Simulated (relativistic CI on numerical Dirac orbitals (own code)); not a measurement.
# Hyperfine structure of Al II, mass number 27

Method of calculation: Dirac-Coulomb-Breit CI, KLI orbitals optimised for each configuration, model QED, valence Slater integrals scaled by 0.85, P86 correlation energy added to each configuration (own radial code, finite nucleus).

Configurations in the expansion (outside the closed core [Ne]): 3s2, 3s.3p, 3p2, 3s.4s, 3s.3d, 3s.4p, 3s.5s, 3s.4d, 3s.4f, 3d2, 3p.4s, 3p.3d, 3s.5p, 3s.5d, 3s.5f, 3s.5g. Levels of other configurations are missing.

Nuclear spin I = 5/2, μ = 3.6407 μN, Q = 0.1466 b (tables of Stone and Pyykkö). The electronic factors are computed for point nuclear moments, without core polarisation; leaving it out makes A of s and p electrons in near-neutral atoms 20 to 40 % too small, and it can dominate for d and f shells.

```json
{"Level": "3s.3p 3P°_1", "E (cm⁻¹)": "35626.7", "A (MHz)": "1265", "B (MHz)": "-13.5"}
{"Level": "3s.3p 3P°_2", "E (cm⁻¹)": "35741.9", "A (MHz)": "1091", "B (MHz)": "26.8"}
{"Level": "3s.3p 1P°_1", "E (cm⁻¹)": "58273.9", "A (MHz)": "189.2", "B (MHz)": "20.2"}
{"Level": "3p2 1D_2", "E (cm⁻¹)": "84694.7", "A (MHz)": "151.1", "B (MHz)": "29.7"}
{"Level": "3s.4s 3S_1", "E (cm⁻¹)": "91332.1", "A (MHz)": "2654", "B (MHz)": "0.00295"}
{"Level": "3p2 3P_1", "E (cm⁻¹)": "92128.3", "A (MHz)": "-1.949", "B (MHz)": "13.1"}
{"Level": "3p2 3P_2", "E (cm⁻¹)": "92242.2", "A (MHz)": "158.6", "B (MHz)": "-26.4"}
{"Level": "3s.3d 3D_3", "E (cm⁻¹)": "95135.5", "A (MHz)": "714.7", "B (MHz)": "0.961"}
```

Levels with J = 0, under 50 % of one LS term, or S terms without an open s electron are left out. Small factors come from cancelling terms and can be off by tens of per cent or more.

Correlation outside the listed configurations is missing or only estimated: errors of thousands of cm⁻¹ between configurations and terms are usual at this charge. Rates and lifetimes follow the computed energies and can be off by large factors. The fine structure of a lone outer electron comes out too small, for d and f at times inverted, and misplaced configurations move strength between like terms. 28 of the 29 excited levels that our extract of the measured tables holds in this range could be paired (the sources list more); they are missed by 1038 cm⁻¹ on average and 2199 at most, and levels without a partner can miss by more.

(1) Give the hyperfine levels of 3s.3p 3P°_1 relative to its centre of gravity.

Answers

(1) With K = F(F + 1) − I(I + 1) − J(J + 1), E = AK/2 + B[¾K(K + 1) − I(I + 1)J(J + 1)]/[2I(2I − 1)J(2J − 1)]: F = 3/2: -4437, F = 5/2: -1254, F = 7/2: 3159 MHz.

LS names give the leading component of a level, which can be under half, so a name can repeat, a term be missing and a line seem to break the LS rules.
